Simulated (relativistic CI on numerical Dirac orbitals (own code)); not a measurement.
# Ti: calculation against measurement

Computed by Dirac-Coulomb-Breit CI, KLI orbitals optimised for each configuration, model QED (radiative potential, 1s self-energy scaled to tabulated hydrogen-like ionisation energies), valence Slater integrals scaled by 0.85, P86 correlation estimate, and configurations built on the next ion tied to the tabulated ionisation energy (semi-empirical) (own radial code, finite nucleus).

CI space (outside the closed core [Ar]): 3d2 4s2, 3d3 4s, 3d2 4s 4p, 3d3 4p, 3d2 4s 4d, 3d2 4s 5s, 3d2 4s 5p, 3d2 4s 5d, 3d2 4s 6s, 3d2 4s 4f, 3d2 4s 5f, 3d4, 3d2 4p2, 3d 4s2 4p, 3d3 4d, 3d 4s2 6s, 3d3 5s, 3d2 4s 6p, 3d 4s2 4f, 3d 4s2 6p, 3d 4s2 5d, 3d2 4d2, 3d 4s 4p2, 3d2 4s 6d. Levels of other configurations are missing.

| Configuration | Term (tabulated) | J | Measured (cm⁻¹) | Computed | Error | Purity (%) |
| --- | --- | --- | --- | --- | --- | --- |
| 3d2 4s2 | a 3F | 2 | 0.0 | 0 | 0 | 92 |
| 3d2 4s2 | a 3F | 3 | 170.1 | 158 | -12 | 92 |
| 3d2 4s2 | a 3F | 4 | 386.9 | 362 | -25 | 92 |
| 3d3 4s | a 5F | 1 | 6556.8 | 9118 | 2561 | 96 |
| 3d3 4s | a 5F | 2 | 6598.8 | 9146 | 2547 | 96 |
| 3d3 4s | a 5F | 3 | 6661.0 | 9188 | 2527 | 96 |
| 3d3 4s | a 5F | 4 | 6742.8 | 9243 | 2500 | 96 |
| 3d3 4s | a 5F | 5 | 6843.0 | 9310 | 2467 | 96 |
| 3d2 4s2 | a 1D | 2 | 7255.4 | 8034 | 779 | 90 |
| 3d2 4s2 | a 3P | 0 | 8436.6 | 9273 | 837 | 87 |
| 3d2 4s2 | a 3P | 1 | 8492.4 | 9322 | 830 | 87 |
| 3d2 4s2 | a 3P | 2 | 8602.3 | 9417 | 814 | 86 |
| 3d3 4s | b 3F | 2 | 11531.8 | 14625 | 3093 | 88 |
| 3d3 4s | b 3F | 3 | 11639.8 | 14705 | 3065 | 88 |
| 3d3 4s | b 3F | 4 | 11776.8 | 14809 | 3032 | 88 |
| 3d2 4s2 | a 1G | 4 | 12118.4 | 12571 | 452 | 89 |
| 3d2 4s 4p | z 5G° | 2 | 15877.1 | 14633 | -1244 | 99 |
| 3d2 4s 4p | z 5G° | 3 | 15975.6 | 14721 | -1254 | 99 |
| 3d2 4s 4p | z 5G° | 4 | 16106.1 | 14838 | -1268 | 99 |
| 3d2 4s 4p | z 5G° | 5 | 16267.5 | 14983 | -1285 | 99 |
| 3d2 4s 4p | z 5G° | 6 | 16458.7 | 15155 | -1303 | 99 |
| 3d2 4s 4p | z 5F° | 1 | 16817.2 | 15582 | -1235 | 97 |
| 3d2 4s 4p | z 5F° | 2 | 16875.1 | 15634 | -1241 | 97 |
| 3d2 4s 4p | z 5F° | 3 | 16961.4 | 15712 | -1249 | 97 |
| 3d2 4s 4p | z 5F° | 4 | 17075.3 | 15816 | -1260 | 97 |
| 3d2 4s 4p | z 5F° | 5 | 17215.4 | 15943 | -1272 | 97 |
| 3d2 4s 4p | z 5D° | 0 | 18462.7 | 17145 | -1317 | 97 |
| 3d2 4s 4p | z 5D° | 1 | 18482.8 | 17166 | -1316 | 97 |
| 3d2 4s 4p | z 5D° | 2 | 18525.1 | 17209 | -1316 | 97 |
| 3d2 4s 4p | z 5D° | 3 | 18593.9 | 17275 | -1319 | 97 |
| 3d2 4s 4p | z 5D° | 4 | 18695.1 | 17367 | -1328 | 97 |
| 3d2 4s 4p | z 3F° | 2 | 19323.0 | 19229 | -94 | 94 |
| 3d2 4s 4p | z 3F° | 3 | 19421.6 | 19319 | -103 | 94 |
| 3d2 4s 4p | z 3F° | 4 | 19574.0 | 19454 | -120 | 95 |
| 3d2 4s 4p | z 3D° | 3 | 20126.1 | 20090 | -36 | 92 |
| 3d2 4s 4p | z 3G° | 3 | 21469.5 | 21413 | -56 | 97 |
| 3d2 4s 4p | z 3G° | 4 | 21588.5 | 21521 | -67 | 97 |
| 3d2 4s 4p | z 3G° | 5 | 21739.7 | 21660 | -79 | 97 |
| 3d2 4s 4p | z 1D° | 2 | 22081.2 | 22802 | 720 | 92 |
| 3d2 4s 4p | z 1F° | 3 | 22404.7 | 22909 | 505 | 96 |
| 3d2 4s 4p | z 1G° | 4 | 24694.9 | 25242 | 547 | 91 |
| 3d2 4s 4p | z 5S° | 2 | 25102.9 | 25063 | -40 | 69 |
| 3d3 4p | y 3D° | 1 | 25317.8 | 26420 | 1103 | 56 |
| 3d3 4p | y 3D° | 2 | 25438.9 | 26535 | 1096 | 56 |
| 3d2 4s 4p | z 3P° | 2 | 25493.7 | 25312 | -182 | 58 |
| 3d2 4s 4p | z 3P° | 1 | 25537.3 | 25288 | -249 | 73 |
| 3d2 4s 4p | z 3P° | 0 | 25574.9 | 25336 | -239 | 83 |
| 3d2 4s 4p | y 5D° | 0 | 25612.4 | 25188 | -425 | 91 |
| 3d2 4s 4p | y 5D° | 1 | 25635.7 | 25215 | -421 | 87 |
| 3d3 4p | y 3D° | 3 | 25643.7 | 26697 | 1053 | 56 |
| 3d2 4s 4p | y 5D° | 2 | 25700.0 | 25273 | -427 | 82 |
| 3d2 4s 4p | y 5D° | 3 | 25797.6 | 25355 | -442 | 88 |
| 3d2 4s 4p | y 5D° | 4 | 25926.8 | 25455 | -472 | 82 |
| 3d3 4p | y 5G° | 2 | 26494.3 | 27721 | 1227 | 94 |
| 3d3 4p | y 5G° | 3 | 26564.4 | 27777 | 1213 | 93 |
| 3d3 4p | y 5G° | 4 | 26657.4 | 27857 | 1200 | 98 |
| 3d3 4p | y 5G° | 5 | 26773.0 | 27954 | 1181 | 100 |
| 3d3 4p | y 5G° | 6 | 26910.7 | 28072 | 1161 | 100 |
| 3d2 4s 4p | x 3D° | 1 | 27355.1 | 27599 | 243 | 96 |
| 3d2 4s 4p | x 3D° | 2 | 27418.0 | 27682 | 264 | 89 |
| 3d2 4s 4p | x 3D° | 3 | 27480.1 | 27807 | 327 | 83 |
| 3d3 4p | x 5D° | 0 | 29829.1 | 31195 | 1366 | 90 |
| 3d3 4p | x 5D° | 1 | 29855.3 | 31218 | 1363 | 90 |
| 3d3 4p | x 5D° | 2 | 29907.3 | 31264 | 1357 | 90 |
| 3d3 4p | x 5D° | 3 | 29986.2 | 31332 | 1346 | 90 |
| 3d3 4p | x 5D° | 4 | 30060.3 | 31423 | 1363 | 90 |

Measured levels from NIST Handbook of Basic Atomic Spectroscopic Data (Sansonetti and Martin, J. Phys. Chem. Ref. Data 34, 1559 (2005)); pairs were made by configuration, J and term (by order where the table uses no LS term), so strongly mixed levels may be paired wrongly.

Mean error by configuration (cm⁻¹): 3d2 4s2 525; 3d3 4s 2724; 3d2 4s 4p -542; 3d3 4p 1233. Over the excited levels the mean absolute error is 1028 cm⁻¹ (65 of the 77 excited levels that our extract of the source holds in range could be paired, and the others can miss by more), and the median relative error of those above 1,000 cm⁻¹ is 4.5 %.
